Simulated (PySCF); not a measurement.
Fractional electron number in Ti²⁺ (titanium, charge +2)

The 3d alpha orbital of [Ar] 3d2 is emptied in steps (occupation f), with all orbitals relaxed, ending at [Ar] 3d1. All numbers are calculated (PySCF 2.14, scalar relativity by spin-free X2C-1e, in x2c-TZVPall). The exact energy is a straight line in f; departures are measured from the line between the end points of the same method.

```csv
f,BHandHLYP (eV),wB97X (eV),TPSS (eV)
1,0.000,0.000,0.000
0.8,-0.490,-0.404,-1.126
0.6,-0.739,-0.613,-1.704
0.4,-0.742,-0.618,-1.718
0.2,-0.497,-0.416,-1.153
0,0.000,0.000,0.000
```

| method | E(f=0) − E(f=1) (eV) | −ε at f=1 (eV) | −ε at f=0.4 (eV) |
| --- | --- | --- | --- |
| BHandHLYP | 27.675 | 24.625 | 28.279 |
| wB97X | 27.460 | 24.962 | 27.949 |
| TPSS | 27.910 | 20.939 | 29.277 |

Orbital energy along the path (eV):

```
  f  BHandHLYP    wB97X     TPSS
  1    -24.625  -24.962  -20.939
0.8    -25.824  -25.922  -23.635
0.6    -27.044  -26.920  -26.419
0.4    -28.279  -27.949  -29.277
0.2    -29.527  -29.002  -32.197
  0    -30.791  -30.080  -35.160
```

Reference removal energy between the ground levels: 27.492 eV (measured; NIST Atomic Spectra Database, ionization energies). The calculation has no spin-orbit coupling.
